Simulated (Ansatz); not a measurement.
```xyz
10

O     1.805   -1.245    0.890
Ga    0.390   -1.286   -0.170
O    -0.029   -2.779   -1.012
O    -0.631    0.149   -0.418
Si   -0.662    1.691    0.114
H     1.943   -0.386    1.297
H    -0.814   -2.684   -1.558
H    -1.932    1.958    0.838
H     0.475    1.950    1.049
H    -0.546    2.630   -1.032
```

Charge 0, multiplicity 1.

Task: List the ωB97M-V/def2-TZVPP orbital energies in eV (the Gaussian-basis code of Ansatz). (Best estimate.)

Result: Computed: Occupied: -10153.99, -1807.45, -1257.40, -1111.63, -1111.48, -1111.46, -526.22, -526.19, -526.13, -155.01, -148.44, -107.56, -107.28, -107.23, -102.57, -102.54, -102.53, -30.73, -30.47, -30.28, -26.57, -26.54, -26.47, -26.23, -26.10, -18.12, -17.13, -15.53, -15.18, -13.76, -13.57, -12.49, -12.39, -12.26, -11.63, -11.26, -11.13. Lowest empty: 0.57, 1.69, 2.40, 2.59, 3.16, 3.41, 3.48, 3.90.
